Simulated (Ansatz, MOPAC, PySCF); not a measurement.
Noncovalent pair: C2H6 (SMILES CC) (first 8 atoms) with CH4S (SMILES CS); geometry from B3LYP-D3(BJ)/def2-TZVP, rigid monomers moved along the line of their centres of mass till C1···H11 is 4.06 Å.
(charge 0, multiplicity 1):
```xyz
14

C     -0.5266     0.5589     0.2331
C      0.5468    -0.5232     0.1628
H     -1.2774     0.4207    -0.5472
H     -0.0961     1.5538     0.1007
H     -1.0430     0.5407     1.1945
H      0.1166    -1.5170     0.3042
H      1.3096    -0.3802     0.9314
H      1.0549    -0.5203    -0.8034
C      0.8592     0.8426     4.9918
S     -0.2975    -0.5467     5.2179
H      0.7312     1.3075     4.0168
H      0.6137     1.5702     5.7635
H      1.8904     0.5234     5.1265
H      0.1694    -1.3130     4.2195
```

Interaction energies are E(AB) − E(A) − E(B) at the monomers' geometry in the complex; basis-set methods are counterpoise corrected.

Frozen-core correlation. The state that PM7 reach isn't checked; PM7 holds dispersion and hydrogen-bond terms.

Programs: Ansatz (Gaussian orbitals); MOPAC for PM7 (differences of heats of formation); PySCF for the dispersion terms. Values without a source in brackets are computed.

Q: What is the computed interaction energy (CCSD(T)/aug-cc-pV(D+d)Z)?

A: -25 meV

Q: What is the computed interaction energy (PM7)?

A: -36 meV

Q: What is the computed interaction energy (PBE-D4/def2-TZVPPD)?

A: -32 meV

Ansatz is an electronic-structure program.
